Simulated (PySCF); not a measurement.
Electron correlation in Be (beryllium, neutral)

[He] 2s1 3d1, high-spin 3D determinant (an excited configuration). Computed with PySCF 2.14 in dyall-av3z, with the non-relativistic Hamiltonian (point nucleus). Frozen: 1s2; 2 electrons correlated; the 10 highest virtual orbitals of each spin left out.

With two correlated electrons CCSD is exact within the correlated space (frozen core and kept virtual orbitals).

| level | correlation energy (mhartree) |
| --- | --- |
| CCSD | -8.34 |

Diagnostics: T1 = 0.0046, D1 = 0.0065, largest double amplitude 0.102.

The outer electron is Rydberg-like, and this basis confines it to a smaller radius and binds it less than a complete one would.

Cost of the coupled-cluster step: about 3 core-seconds, for 2 correlated electrons.
